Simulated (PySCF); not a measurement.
A calculated (LDA, PySCF 2.14, x2c-TZVPPall, the spin-free X2C one-electron Hamiltonian (Gaussian nucleus)) atom or ion has these occupied shells.

| shell | electrons | orbital energy (eV) | rms radius, mean of both spins (bohr) |
| --- | --- | --- | --- |
| 1s | 2 | -85231.9 | 0.0184 |
| 2s | 2 | -15200.3 | 0.0743 |
| 2p | 6 | -13152.4 | 0.0683 |
| 3s | 2 | -3651.7 | 0.190 |
| 3p | 6 | -3058.7 | 0.192 |
| 3d | 10 | -2412.6 | 0.176 |
| 4s | 2 | -836.93 | 0.417 |
| 4p | 6 | -641.20 | 0.444 |
| 4d | 10 | -403.43 | 0.473 |
| 5s | 2 | -160.25 | 0.929 |
| 4f | 14 | -143.83 | 0.512 |
| 5p | 6 | -106.25 | 1.07 |
| 5d | 10 | -44.640 | 1.45 |

(1) Name the element and its charge.

## Answers

(1) Tl³⁺ (thallium, charge +3), in [Xe] 4f14 5d10, closed-shell 1S.
